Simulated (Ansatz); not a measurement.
One change: `C#CC=C` becomes `C#C/C=C\[SiH3]`.

Ansatz, PBE0-D4/def2-TZVP geometries, multiplicity 1. 

```tsv
property	`C#CC=C`
HOMO–LUMO gap (PBE/def2-TZVPP) / eV	4.23
HOMO–LUMO gap (ωB97M-V/def2-TZVPP) / eV	10.43
HOMO energy (ωB97M-V/def2-TZVPP) / eV	-9.32
HOMO energy (B3LYP/def2-TZVPP) / eV	-6.98
LUMO energy (PBE/def2-TZVPP) / eV	-1.94
HOMO–LUMO gap (B3LYP/def2-TZVPP) / eV	5.78
```

**Question.** What does the change do to each property? (An estimate is asked.)

**Answer.** The calculation gave: 
```
                               property  `C#C/C=C\[SiH3]`  shift
    HOMO–LUMO gap (PBE/def2-TZVPP) / eV              3.93  -0.30
HOMO–LUMO gap (ωB97M-V/def2-TZVPP) / eV              9.98  -0.45
  HOMO energy (ωB97M-V/def2-TZVPP) / eV             -9.43  -0.11
    HOMO energy (B3LYP/def2-TZVPP) / eV             -7.11  -0.13
      LUMO energy (PBE/def2-TZVPP) / eV             -2.38  -0.44
  HOMO–LUMO gap (B3LYP/def2-TZVPP) / eV              5.44  -0.34
```

With PBE0 the HOMO falls by 0.13 eV and the LUMO falls by 0.50 eV, so the gap narrows by about 0.37 eV. PBE moves the HOMO by -0.15 eV and ωB97M-V by -0.11 eV.

B3LYP here is the variant with VWN-RPA as its local correlation; programs differ in this.
